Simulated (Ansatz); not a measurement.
C₂H₇AlSi, relaxed with RKS PBE-D4/def2-SVP in Ansatz from a rough embedded geometry. The force threshold is 0.03 eV/Å; the program also tests the step.

Charge 0, multiplicity 1. The bonds changed during the relaxation, so this is another structure than the one it started from.

Start:

```xyz
11

Si    1.222   -0.892   -0.437
C    -0.251   -0.327    0.503
C    -1.264    0.374   -0.341
Al   -0.240    1.683    0.731
H     2.379   -1.119    0.518
H     0.935   -2.253   -1.069
H     1.636    0.026   -1.494
H    -0.669   -0.943    1.266
H    -1.089    0.417   -1.473
H    -2.353    0.215   -0.059
H    -0.305    2.818    1.854
```

| step | energy (eV) | largest force (eV/Å) | largest move (Å) |
| --- | --- | --- | --- |
| 1 | -16643.1676 | 2.467 | 0.000 |
| 2 | -16643.5962 | 1.097 | 0.140 |
| 3 | -16643.6964 | 0.280 | 0.146 |
| 4 (rejected) | -16643.6627 | 0.449 | 0.200 |
| 5 | -16643.7216 | 0.056 | 0.097 |
| 6 | -16643.7264 | 0.036 | 0.100 |
| 7 (rejected) | -16643.7247 | 0.124 | 0.089 |
| 8 | -16643.7278 | 0.031 | 0.042 |
| 9 | -16643.7293 | 0.038 | 0.072 |
| 10 | -16643.7307 | 0.060 | 0.074 |
| 11 | -16643.7323 | 0.094 | 0.057 |
| 12 | -16643.7366 | 0.273 | 0.195 |
| 13 | -16643.7470 | 0.325 | 0.132 |
| 14 | -16643.7997 | 0.453 | 0.196 |
| 15 | -16643.8968 | 0.368 | 0.191 |
| 16 | -16643.9122 | 0.756 | 0.195 |
| 17 | -16643.9658 | 0.210 | 0.122 |
| 18 | -16643.9828 | 0.140 | 0.072 |
| 19 (rejected) | -16643.9803 | 0.291 | 0.048 |
| 20 | -16643.9889 | 0.048 | 0.023 |
| 21 | -16643.9922 | 0.067 | 0.041 |
| 22 | -16643.9936 | 0.039 | 0.033 |
| 23 | -16643.9942 | 0.028 | 0.028 |

End:

```xyz
11

Si    1.156   -0.870   -0.202
C    -0.484   -0.574    0.516
C    -1.445    0.229   -0.359
Al    0.017    1.387    0.273
H     2.255   -1.244    0.746
H     1.409   -1.465   -1.567
H     1.369    0.705   -0.727
H    -0.829   -1.103    1.421
H    -1.576   -0.045   -1.423
H    -2.425    0.428    0.116
H     0.554    2.552    1.205
```

It took 47 s on 2 threads of an Arm Neoverse V1 on a shared host, with 0.14 GiB of host memory at the peak.
